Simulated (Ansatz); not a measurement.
Species: H6B3N, SMILES `BBBN` with one electron removed (charge 1, multiplicity 2), formula H₆B₃N.

### Question
How many basis functions does frozen-core CCSD(T)/cc-pVTZ // B3LYP-D3(BJ)/def2-TZVP (Ansatz, a first-principles code) use, how many core orbitals are frozen, and how many electrons are correlated?

### Answer
204 basis functions and 4 frozen orbitals, which leaves 19 correlated electrons. Core time is of the order of hours.
